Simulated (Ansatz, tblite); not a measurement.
Cost and result up the ladder for SnMeH3 (CH6Sn) (8 atoms). The state is a singlet with charge 0. Geometry: PBE-D4/def2-TZVP.

```xyz
8

Sn    0.918   -0.110    0.373
C    -1.070    0.128   -0.435
H    -1.046    0.002   -1.524
H    -1.451    1.128   -0.197
H    -1.740   -0.625   -0.001
H     0.893    0.110    2.081
H     1.982    1.053   -0.322
H     1.514   -1.687    0.024
```

Ansatz on 2 threads of AMD EPYC 7R13 on a shared host; xTB runs through tblite on one thread. Times are rough, summed over both states, and most runs start from the orbitals of an earlier one. PBE0-D4/def2-TZVP serves as the yardstick here, not as an exact answer. The other state is a triplet.

In the def2 sets Sn takes a core potential; there is no spin–orbit coupling. The xTB rows come from tblite.

xTB has no spin-polarisation term.

| level | functions | wall time | vertical triplet (eV) | difference from PBE0-D4/def2-TZVP (eV) |
| --- | --- | --- | --- | --- |
| GFN2-xTB | 19 | 0.005 s | 6.66 | 0.12 |
| GFN1-xTB | 25 | 0.008 s | 6.84 | 0.29 |
| PBE-D4/def2-TZVP (with forces) | 117 | 3 s | 6.35 | -0.20 |
| PBE0-D4/def2-TZVP | 117 | 4 s | 6.55 | 0.00 |
| r2SCAN-D4/def2-TZVP | 117 | 5 s | 6.44 | -0.10 |
